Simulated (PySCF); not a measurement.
## Radial density of Tb (terbium, neutral)

r2SCAN, [Xe] 4f8 6s2 6p1, one real determinant (an excited configuration). All numbers are calculated (PySCF 2.14, scalar relativity by spin-free X2C-1e, in ANO-RCC-VTZP (8s7p5d3f2g1h, 104 functions)).

```csv
r (bohr),4πr²ρ (e/bohr),4πr²(ρα − ρβ)
0.0199,82.54,0.0055
0.0334,78.74,0.0136
0.0562,111.4,0.0196
0.0945,97.25,0.0334
0.159,97.55,0.4493
0.267,67.71,2.6715
0.450,49.96,7.0733
0.756,29.69,6.2401
1.27,11.15,2.1063
2.14,2.739,0.1525
3.60,0.9776,0.3067
6.05,0.2324,0.1101
10.2,0.001720,0.0010
```

Densities and radii are taken from the X2C orbitals without a picture-change correction, which distorts them close to the nucleus.

⟨L²⟩ = 16.05 against 20 for a pure G term, so this real determinant mixes terms. Spin-orbit coupling, absent here, splits the open shell strongly. ⟨S²⟩ = 16.32 against 15.75 shows spin contamination. The s, p, d and f populations moved away from the nominal configuration during the SCF.
